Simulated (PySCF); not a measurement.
Bond curve of MoBr

Set-up: basis Mo def2-TZVPP with ECP28, Br def2-TZVPP; scalar-relativistic core potentials; PySCF 2.14. Energies in eV from Mo (4d5 5s1) + Br in their ground configurations at the same level. State: ⁶Σ⁺ (sextet), unpaired electrons σ ↑, π ↑↑, δ ↑↑.

| R (Å) | MN15 | PBE0 |
| --- | --- | --- |
| 2.101 | -2.594 | -2.301 |
| 2.199 | -3.169 | -2.904 |
| 2.296 | -3.460 | -3.222 |
| 2.370 | -3.548 | -3.328 |
| 2.443 | -3.554 | -3.353 |
| 2.516 | -3.501 | -3.318 |
| 2.614 | -3.366 | -3.206 |
| 2.736 | -3.133 | -3.001 |
| 2.883 | -2.809 | -2.708 |
| 3.078 | -2.361 | -2.298 |

Task: Put a parabola through the three lowest points of the MN15 curve and estimate Re, k and ωe (reduced mass 43.7 u; 1 eV/Å² = 0.16022 mdyn/Å; ωe = 1302.8·√(k/μ) cm⁻¹).

Result: Through R = 2.37, 2.443, 2.516 Å the second-order coefficient is 5.54 eV/Å², so Re ≈ 2.414 Å, k ≈ 1.77 mdyn/Å and ωe ≈ 262 cm⁻¹. A polynomial fit of higher order to the unrounded MN15 energies gives Re = 2.412 Å, k = 2.01 mdyn/Å, ωe = 279 cm⁻¹; anharmonicity and rounding make the difference.

The higher-order fit for each curve: MN15: Re = 2.412 Å, ωe = 279 cm⁻¹, De = 3.56 eV; PBE0: Re = 2.433 Å, ωe = 268 cm⁻¹, De = 3.35 eV.

The metal atom is held in its measured ground configuration; semilocal functionals can put another filling of s and d lower by some tenths of an eV, and De to that atom would be smaller. Spin–orbit coupling is left out, which matters for elements this heavy, above all for dissociation energies. With d or f electrons several states lie close, and the lowest PBE0 determinant need not be the measured ground state.
